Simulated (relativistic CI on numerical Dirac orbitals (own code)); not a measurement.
## Slater and spin-orbit integrals, Au65+

Calculated at this level of theory: Dirac-Coulomb-Breit CI, separate exchange-only KLI orbitals for each configuration, model QED (radiative potential, 1s self-energy scaled to tabulated hydrogen-like ionisation energies), unscaled Slater integrals (own radial code, finite nucleus).

Slater integrals F^k, G^k are unscaled and averaged over j, outside the closed core [Ne]; ζ comes from projecting the Hamiltonian with its Breit term on Σ l·s of the shell.

- 3s2 3p2: F^2(3p,3p) = 583060, ζ(3p) = 2.6586e+06 cm⁻¹; <r>(3p) = 0.1666, <r^2>(3p) = 0.03222 (bohr units).
- 3s2 3p 3d: ζ(3p) = 2.6571e+06, F^2(3p,3d) = 589880, G^1(3p,3d) = 607810, G^3(3p,3d) = 411650, ζ(3d) = 355830 cm⁻¹; <r>(3p) = 0.1667, <r^2>(3p) = 0.03226, <r>(3d) = 0.148, <r^2>(3d) = 0.02523 (bohr units).
- 3s 3p3: F^2(3p,3p) = 582910, G^1(3s,3p) = 743260, ζ(3p) = 2.6585e+06 cm⁻¹; <r>(3s) = 0.1692, <r^2>(3s) = 0.0328, <r>(3p) = 0.1666, <r^2>(3p) = 0.03224 (bohr units).

Averages of the first 10 configurations, taken without configuration mixing, which lowers the lowest level and can move excited configurations by several eV; other configurations of the list can lie among them:

| Configuration | Parity | States | Average energy above the lowest level (eV) |
| --- | --- | --- | --- |
| 3s2 3p2 | even | 15 | 658.0 |
| 3s2 3p 3d | odd | 60 | 1138.1 |
| 3s 3p3 | odd | 40 | 1183.8 |
| 3s2 3d2 | even | 45 | 1628.0 |
| 3p4 | even | 15 | 1735.2 |
| 3s 3p2 3d | even | 300 | 1652.7 |
| 3p2 3d2 | even | 675 | 2660.9 |
| 3s 3p 3d2 | odd | 540 | 2131.6 |
| 3p3 3d | odd | 200 | 2193.0 |
| 3s2 3d 4s | even | 20 | 4307.5 |
